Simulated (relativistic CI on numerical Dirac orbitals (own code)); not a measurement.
**Sensitivity of the levels of Sm III to α and to the nuclear radius**

These numbers are calculated, not measured: Dirac-Coulomb-Breit CI, separate exchange-only KLI orbitals for each configuration, valence Slater integrals scaled by 0.85, P86 correlation energy added to each configuration, derivatives by finite differences, QED left out (own radial code, finite nucleus).

Configurations in the expansion (outside the closed core [Xe]): 4f⁶, 4f⁵6s, 4f⁴6s². The list is cut by size and lacks configurations that can hold low levels.

With x = (α/α₀)² − 1 an excitation energy changes as ω = ω₀ + qx; K = 2q/ω₀ is the relative enhancement. Terms are leading LS components, so labels can repeat. The field-shift factor is F = δν/δ⟨r²⟩ for the transition from the lowest level.

Lowest level 4f⁶ ⁷F0.

| Level | ω₀ (cm⁻¹) | q (cm⁻¹) | K | F (GHz/fm²) |
| --- | --- | --- | --- | --- |
| 4f⁶ ⁷F1 | 291.0 | 427.2 | 2.94 | 0.0166 |
| 4f⁶ ⁷F2 | 810.0 | 1088 | 2.69 | 0.0438 |
| 4f⁶ ⁷F3 | 1489.1 | 1829 | 2.46 | 0.0763 |
| 4f⁶ ⁷F4 | 2274.7 | 2566 | 2.26 | 0.111 |
| 4f⁶ ⁷F5 | 3128.7 | 3256 | 2.08 | 0.145 |
| 4f⁶ ⁷F6 | 4023.1 | 3871 | 1.92 | 0.178 |
| 4f⁶ ⁵D0 | 14393.6 | -3316 | -0.461 | 0.366 |
| 4f⁶ ⁵D1 | 15674.3 | -1629 | -0.208 | 0.438 |
| 4f⁶ ⁵D2 | 17590.9 | 225.9 | 0.0257 | 0.531 |
| 4f⁶ ⁵D3 | 19905.1 | 2043 | 0.205 | 0.632 |
| 4f⁶ ⁵L6 | 20122.6 | -930.5 | -0.0925 | 0.576 |
| 4f⁶ ⁵L7 | 20916.1 | 135.6 | 0.013 | 0.617 |
| 4f⁶ ⁵L8 | 21629.1 | 947.4 | 0.0876 | 0.649 |

Correlation outside the listed configurations is missing or only estimated: errors of thousands of cm⁻¹ between configurations and terms are usual at this charge. Rates and lifetimes follow the computed energies and can be off by large factors. The fine structure of a lone outer electron comes out too small, for d and f at times inverted, and misplaced configurations move strength between like terms.
